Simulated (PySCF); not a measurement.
PySCF input (M06-2X/6-31G* (5d)):

```python
from pyscf import gto, dft

mol = gto.M(
    atom='''
    C     1.11772400   -1.07518800    0.00034100
    B     0.03322900    0.06193400   -0.02269900
    C    -1.46533500   -0.20332100    0.39471800
    O     0.44573400    1.30095600   -0.42675800
    H     0.74291100   -2.00380600   -0.43912600
    H     2.04143500   -0.79257800   -0.50609000
    H     1.36858800   -1.31852800    1.03946300
    H    -1.52808400   -0.79355700    1.31291100
    H    -2.06396700    0.70166000    0.53180500
    H    -1.95604800   -0.80473200   -0.37907000
    H    -0.25118900    1.96528400   -0.40268500
    ''',
    basis='6-31g*',
    charge=1,
    spin=1,
    verbose=4,
)

mf = dft.UKS(mol, xc='m062x')
mf.grids.level = 4
mf.conv_tol = 1e-9
mf.max_cycle = 100
mf.max_memory = 1500
mf.kernel()
if not mf.converged:
    mf = mf.newton()
    mf.kernel(mf.make_rdm1())
mo, _, stable, _ = mf.stability(return_status=True)
if not stable:
    mf.kernel(mf.make_rdm1(mo, mf.mo_occ))
    stable = mf.stability(return_status=True)[2]
mf.dip_moment()
```

From the output:

```
  alpha nocc = 16  HOMO = -0.35623819130299  LUMO = -0.0223910818697379
  beta  nocc = 15  HOMO = -0.437122956853643  LUMO = -0.356238191302991

WARN: HOMO -0.35623819130299 >= LUMO -0.356238191302991

cycle= 1 E= -180.005289239734  delta_E= 0.759  |g|= 0.386  |ddm|= 1.89
  alpha nocc = 16  HOMO = -0.569777244502036  LUMO = -0.198479079833779
  beta  nocc = 15  HOMO = -0.56708184603642  LUMO = -0.460855723670065
  HOMO = -0.567081846036  LUMO = -0.46085572367  gap/eV = 2.89056
cycle= 2 E= -179.913754859957  delta_E= 0.0915  |g|= 0.64  |ddm|= 0.667
  alpha nocc = 16  HOMO = -0.639898173235125  LUMO = -0.189353062977526
  beta  nocc = 15  HOMO = -0.652497093155378  LUMO = -0.456195257416965
  HOMO = -0.639898173235  LUMO = -0.456195257417  gap/eV = 4.99881
cycle= 3 E= -180.075331168506  delta_E= -0.162  |g|= 0.0463  |ddm|= 0.422
  alpha nocc = 16  HOMO = -0.639197918385628  LUMO = -0.178123322800114
  beta  nocc = 15  HOMO = -0.647393530885125  LUMO = -0.446218857587029
  HOMO = -0.639197918386  LUMO = -0.446218857587  gap/eV = 5.25123
cycle= 4 E= -180.076372337391  delta_E= -0.00104  |g|= 0.0177  |ddm|= 0.0494
  alpha nocc = 16  HOMO = -0.638917546847051  LUMO = -0.179146807421509
  beta  nocc = 15  HOMO = -0.64661277994569  LUMO = -0.443332171340116
  HOMO = -0.638917546847  LUMO = -0.44333217134  gap/eV = 5.32215
cycle= 5 E= -180.076534427574  delta_E= -0.000162  |g|= 0.00505  |ddm|= 0.0172
  alpha nocc = 16  HOMO = -0.63947717037925  LUMO = -0.179537842291269
  beta  nocc = 15  HOMO = -0.646644543915373  LUMO = -0.443292548089142
  HOMO = -0.639477170379  LUMO = -0.443292548089  gap/eV = 5.33846
cycle= 6 E= -180.07655228253  delta_E= -1.79e-05  |g|= 0.00241  |ddm|= 0.00619
  alpha nocc = 16  HOMO = -0.639685976644761  LUMO = -0.17956768713479
  beta  nocc = 15  HOMO = -0.646596975783866  LUMO = -0.443265516965954
  HOMO = -0.639685976645  LUMO = -0.443265516966  gap/eV = 5.34487
cycle= 7 E= -180.076558156092  delta_E= -5.87e-06  |g|= 0.00103  |ddm|= 0.00319
  alpha nocc = 16  HOMO = -0.639688251604833  LUMO = -0.179682748099749
  beta  nocc = 15  HOMO = -0.646446672511422  LUMO = -0.443170972377103
  HOMO = -0.639688251605  LUMO = -0.443170972377  gap/eV = 5.34751
cycle= 8 E= -180.07656049389  delta_E= -2.34e-06  |g|= 0.000562  |ddm|= 0.00248
  alpha nocc = 16  HOMO = -0.639746586320963  LUMO = -0.179780986853916
  beta  nocc = 15  HOMO = -0.646427462979479  LUMO = -0.443205636500092
  HOMO = -0.639746586321  LUMO = -0.4432056365  gap/eV = 5.34815
cycle= 9 E= -180.076561578343  delta_E= -1.08e-06  |g|= 0.0003  |ddm|= 0.00218
  alpha nocc = 16  HOMO = -0.63969006217518  LUMO = -0.179752336686819
  beta  nocc = 15  HOMO = -0.646366687880098  LUMO = -0.443153835847577
  HOMO = -0.639690062175  LUMO = -0.443153835848  gap/eV = 5.34802
cycle= 10 E= -180.076561810596  delta_E= -2.32e-07  |g|= 0.000155  |ddm|= 0.00096
  alpha nocc = 16  HOMO = -0.639705715536736  LUMO = -0.179782664933047
  beta  nocc = 15  HOMO = -0.646370126838094  LUMO = -0.443176904237677
  HOMO = -0.639705715537  LUMO = -0.443176904238  gap/eV = 5.34782
cycle= 11 E= -180.076561883621  delta_E= -7.3e-08  |g|= 5.1e-05  |ddm|= 0.000739
  alpha nocc = 16  HOMO = -0.639699086884099  LUMO = -0.179773335159416
  beta  nocc = 15  HOMO = -0.646364342003468  LUMO = -0.443172076788626
  HOMO = -0.639699086884  LUMO = -0.443172076789  gap/eV = 5.34777
cycle= 12 E= -180.076561887514  delta_E= -3.89e-09  |g|= 4.12e-05  |ddm|= 9.93e-05
  alpha nocc = 16  HOMO = -0.639698870144489  LUMO = -0.179774644021139
  beta  nocc = 15  HOMO = -0.646361684426555  LUMO = -0.443170668478114
  HOMO = -0.639698870144  LUMO = -0.443170668478  gap/eV = 5.34780
cycle= 13 E= -180.076561891003  delta_E= -3.49e-09  |g|= 7.32e-06  |ddm|= 0.000188
  alpha nocc = 16  HOMO = -0.639699419835266  LUMO = -0.179774025453387
  beta  nocc = 15  HOMO = -0.646362284255791  LUMO = -0.443171052670725
  HOMO = -0.639699419835  LUMO = -0.443171052671  gap/eV = 5.34781
cycle= 14 E= -180.076561891107  delta_E= -1.05e-10  |g|= 4.43e-06  |ddm|= 2.06e-05
  alpha nocc = 16  HOMO = -0.639699270052795  LUMO = -0.179774193413187
  beta  nocc = 15  HOMO = -0.646362346627923  LUMO = -0.443170958395717
  HOMO = -0.639699270053  LUMO = -0.443170958396  gap/eV = 5.34781
Extra cycle  E= -180.07656189116  delta_E= -5.22e-11  |g|= 3.26e-06  |ddm|= 1.03e-05
converged SCF energy = -180.07656189116  <S^2> = 0.75425957  2S+1 = 2.004255
uhf_internal: lowest eigs of H = [0.10151151 0.13862276 0.17502992]
<class 'pyscf.dft.uks.UKS'> wavefunction is stable in the internal stability analysis

WARN: System has nonzero charge 1; the dipole moment is origin-dependent.
Location of origin: [0. 0. 0.]

Dipole moment(X, Y, Z, Debye): -1.76349, -0.51323,  0.57313
```

The dipole moment of an ion depends on the origin.

The geometry given is a B3LYP-D3(BJ)/def2-TZVP minimum of the species of charge 0 and multiplicity 1, not of this state.
